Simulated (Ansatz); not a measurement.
Computed with Ansatz on PBE0-D4/def2-TZVP structures; ΔE is electronic, products minus reactants. CBS: MP2 limit from def2 TZ/QZ plus the TZ coupled-cluster correction, frozen cores. This one scheme is used for every species. Functionals use def2-TZVPP. B3LYP here is the variant with VWN-RPA as its local correlation; programs differ in this. HSE06 is defined as in plane-wave codes. One conformer a species, not always the lowest.

Consider the hydrogenolysis of the Si–F bond: `CO[Si](F)(F)S` + H₂ → `CO[SiH](F)S` + H–F.

```json
{"level": "revPBE-D4", "ΔE (kJ/mol)": "129.8", "difference from CCSD(T)/CBS": "-4.0"}
{"level": "r2SCAN-D4", "ΔE (kJ/mol)": "143.5", "difference from CCSD(T)/CBS": "9.7"}
{"level": "B3LYP-D4", "ΔE (kJ/mol)": "137.2", "difference from CCSD(T)/CBS": "3.4"}
{"level": "HSE06-D4", "ΔE (kJ/mol)": "128.1", "difference from CCSD(T)/CBS": "-5.7"}
{"level": "BHLYP-D4", "ΔE (kJ/mol)": "139.9", "difference from CCSD(T)/CBS": "6.1"}
{"level": "B3LYP", "ΔE (kJ/mol)": "133.0", "difference from CCSD(T)/CBS": "-0.8"}
{"level": "r2SCAN0", "ΔE (kJ/mol)": "139.6", "difference from CCSD(T)/CBS": "5.8"}
{"level": "HSE06", "ΔE (kJ/mol)": "126.0", "difference from CCSD(T)/CBS": "-7.8"}
{"level": "BHLYP", "ΔE (kJ/mol)": "136.6", "difference from CCSD(T)/CBS": "2.8"}
{"level": "MP2/def2-TZVPP", "ΔE (kJ/mol)": "136.1", "difference from CCSD(T)/CBS": "2.3"}
{"level": "CCSD(T)/CBS", "ΔE (kJ/mol)": "133.8", "difference from CCSD(T)/CBS": "0"}
```

Largest T1 diagnostic among the species: 0.012.

From r2SCAN to r2SCAN0 (25 % exact exchange), in def2-TZVPP and without D4, ΔE moves by −3.3 kJ/mol. Leaving LDA and LC-ωPBE aside and taking each functional with its dispersion term where it has one, the values, not all of them listed here, spread over 16.1 kJ/mol, from PBE-D4 to B97M-V. LDA lies +5.0 kJ/mol from PBE without D4. The D4 term adds +4.2 kJ/mol with B3LYP and +2.2 kJ/mol with PBE0; it sums over pairs of atoms, weighted by their polarisabilities, and B3LYP, whose exchange is more repulsive, gets the larger term.
